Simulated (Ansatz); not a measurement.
Two isomers of C3H6BF: A = `B/C=C/CF`, B = `FC1BCC1`.

Program: Ansatz. Geometries: PBE0-D4/def2-TZVP. ΔE: electronic, gas phase. CBS: MP2 limit from def2 TZ/QZ plus the TZ coupled-cluster correction, frozen cores. DFT in def2-TZVPP. B3LYP here is the variant with VWN-RPA as its local correlation; programs differ in this. One conformer a species, not always the lowest.

(1) Which is lower in electronic energy at CCSD(T)/CBS, and by how much? (An estimate is asked.)

(2) Give E(B) − E(A) in kcal/mol with r2SCAN-D4, B3LYP-D4, HF/def2-TZVPP, ωB97M-V, PBE-D4, CCSD(T)/def2-TZVPP, PBE0-D4. (Estimate.)

Largest T1 diagnostic: 0.012.

Answers

(1) Computed: A, by 2.0 kcal/mol.

(2) Ansatz gave: r2SCAN-D4 0.4, B3LYP-D4 5.8, HF/def2-TZVPP 11.5, ωB97M-V 0.2, PBE-D4 -1.0, CCSD(T)/def2-TZVPP 2.5, PBE0-D4 -1.9. The order is the other way round with PBE-D4, PBE0-D4.

From PBE to PBE0 (25 % exact exchange), in def2-TZVPP and without D4, E(B) − E(A) moves by −1.0 kcal/mol. In def2-TZVPP, CCSD(T) changes the Hartree–Fock value by −9.1 kcal/mol (the triples alone add −0.5 kcal/mol) and MP2 by −11.3 kcal/mol.
